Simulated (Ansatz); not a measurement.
Ansatz (a program for electronic structure) job for Ga(OH) (GaHO), SMILES [OH][Ga] (connectivity only; charge and spin as stated), neutral, multiplicity 1, PBE0-D3(BJ)/def2-TZVP. 

Ansatz 0.2 input:
```yaml
crystal:
  periodic: [false, false, false]
  atoms:
    - {symbol: Ga, position_ang: [0.00000000, 0.00000000, -0.42895317]}
    - {symbol: O, position_ang: [0.00000000, 0.00000000, 1.37027157]}
    - {symbol: H, position_ang: [0.00000000, 0.00000000, 2.33537572]}
basis:
  gaussian:
    orbitals: def2-TZVP
hamiltonian:
  xc: pbe0
  dispersion: d3bj
relax: {f_tol: 0.002, max_steps: 200}
```

Program output:

```
WARN ansatz: RAYON_NUM_THREADS=1 ignored (pool sized by the plan → 1); use --threads N
Functional definition: PBE0
integrals: 0.02 GiB planned
608 factors; their error is unknown
mean field: 0.21 GiB planned
mean field evaluation 1: about -54427.0848 eV, gradient 6.3e1 eV
mean field evaluation 2: about -54348.2780 eV, gradient 1.8e2 eV
mean field evaluation 4: about -54433.6403 eV, gradient 5.2e0 eV
mean field evaluation 8: about -54433.8728 eV, gradient 1.7e-1 eV
mean field evaluation 16: about -54433.8728 eV, gradient 2.4e-5 eV
mean field -54433.87282799 eV, -2000.4079298245 hartree, gradient 2.4e-5 eV, S^2 0.000000; 0 other end points of the search recorded, 0 dependent functions left out
the calculation of the forces begins
reference -54433.87284917 eV, -2000.4079306028 hartree; 20, 20 occupied and 65, 65 virtual orbitals, 608 factors
relax step   1: F+E_penalty+E_count = -54433.89886441 eV  Δ(F+E_penalty+E_count) = +0.000e0 eV  max|allowed force component| = 6.241e-1 eV/Å  Δτ_max = 0.0000 Å  (26 SCF iters, accepted)
these checks for a lower state are left out or cut short: starts, cluster_reference, orbital_swaps, neighbouring_geometries, increment
integrals: 0.02 GiB planned
608 factors; their error is unknown
mean field: 0.21 GiB planned
mean field -54433.87974566 eV, -2000.4081840443 hartree, gradient 2.7e-5 eV, S^2 0.000000; 0 other end points of the search recorded, 0 dependent functions left out
the calculation of the forces begins
reference -54433.87976678 eV, -2000.4081848204 hartree; 20, 20 occupied and 65, 65 virtual orbitals, 608 factors
relax step   2: F+E_penalty+E_count = -54433.90581758 eV  Δ(F+E_penalty+E_count) = -6.953e-3 eV  max|allowed force component| = 2.319e-1 eV/Å  Δτ_max = 0.0098 Å  (28 SCF iters, accepted)
these checks for a lower state are left out or cut short: starts, cluster_reference, orbital_swaps, neighbouring_geometries, increment
integrals: 0.02 GiB planned
608 factors; their error is unknown
mean field: 0.21 GiB planned
mean field evaluation 32: about -54433.8811 eV, gradient 2.7e-5 eV
mean field -54433.88113522 eV, -2000.4082351095 hartree, gradient 2.7e-5 eV, S^2 0.000000; 0 other end points of the search recorded, 0 dependent functions left out
the calculation of the forces begins
reference -54433.88115629 eV, -2000.4082358838 hartree; 20, 20 occupied and 65, 65 virtual orbitals, 608 factors
relax step   3: F+E_penalty+E_count = -54433.90723223 eV  Δ(F+E_penalty+E_count) = -1.415e-3 eV  max|allowed force component| = 6.788e-3 eV/Å  Δτ_max = 0.0081 Å  (29 SCF iters, accepted)
these checks for a lower state are left out or cut short: starts, cluster_reference, orbital_swaps, neighbouring_geometries, increment
integrals: 0.02 GiB planned
608 factors; their error is unknown
mean field: 0.21 GiB planned
mean field -54433.88113713 eV, -2000.4082351799 hartree, gradient 1.9e-5 eV, S^2 0.000000; 0 other end points of the search recorded, 0 dependent functions left out
the calculation of the forces begins
reference -54433.88115820 eV, -2000.4082359541 hartree; 20, 20 occupied and 65, 65 virtual orbitals, 608 factors
relax step   4: F+E_penalty+E_count = -54433.90723344 eV  Δ(F+E_penalty+E_count) = -1.207e-6 eV  max|allowed force component| = 9.684e-5 eV/Å  Δτ_max = 0.0002 Å  (18 SCF iters, accepted)
integrals: 0.02 GiB planned
608 factors; their error is unknown
mean field: 0.21 GiB planned
mean field -54433.88113713 eV, -2000.4082351799 hartree, gradient 4.3e-5 eV, S^2 0.000000; 1 other end points of the search recorded, 0 dependent functions left out
the calculation of the forces begins
reference -54433.88115820 eV, -2000.4082359541 hartree; 20, 20 occupied and 65, 65 virtual orbitals, 608 factors
Total energy: -54433.90725451 eV, -2000.4091949756 hartree
Atom 0 at     0.000000    -0.000000    -0.411272 Å, force    -0.000000    -0.000000     0.000034 eV/Å
Atom 1 at    -0.000000     0.000000     1.367372 Å, force     0.000000    -0.000000     0.000062 eV/Å
Atom 2 at     0.000000    -0.000000     2.320595 Å, force    -0.000000     0.000000    -0.000097 eV/Å
Dipole moment:     0.000000     0.000000     0.053438 e Å
```

The calculation finished and met its thresholds.

Cost: roughly 6 core-seconds.
